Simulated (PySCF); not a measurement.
silyloxysilylformaldehyde (CH6O2Si2), SMILES O=C[SiH2]O[SiH3].

The structure is a stationary point at B3LYP-D3(BJ)/def2-SVP. Other conformers were not sampled.

Calculation: PySCF with PBE/def2-TZVP.

Gas-phase values at a fixed geometry.

```
Property                                                                                                        Value
---------------------------------------------------------------------------------------------  ----------------------
total energy                                                                                       -770.77777 hartree
point group                                                                                                        Cs
highest occupied level                                                                                       -5.68 eV
lowest empty level                                                                                           -2.92 eV
orbital gap                                                                                                   2.77 eV
dipole moment                                                                                                  2.22 D
quadrupole, principal values (traceless, Buckingham form, about the centre of nuclear charge)   -9.10, 4.09, 5.00 D·Å
mean static polarisability                                                                      71.8 bohr³ (10.63 Å³)
polarisability, principal values                                                               58.9, 70.0, 86.4 bohr³
```
